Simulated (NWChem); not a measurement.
System: NH4 cation; SMILES [NH4+]

```xyz
5

N      0.0000     0.0000     0.0000
H     -0.5910    -0.5910    -0.5910
H      0.5910     0.5910    -0.5910
H     -0.5910     0.5910     0.5910
H      0.5910    -0.5910     0.5910
```
Atoms are numbered in this order, from 1.

Program: NWChem. Pople sets run with spherical d functions. Structure relaxed at the PBE0-D3(BJ)/def2-TZVP level. Isotropic indirect couplings, all four terms, static geometry, non-relativistic.

For level B3LYP/6-31G**:

```yaml
J(14N atom 1, 1H atom 2) (Hz): 56.2
J(1H atom 2, 1H atom 3) (Hz): -13.6
```

Q: How do the values read with level PBE/pcJ-1 instead?

A: 
* **J(14N atom 1, 1H atom 2) (Hz)**: 53.0
* **J(1H atom 2, 1H atom 3) (Hz)**: -11.0
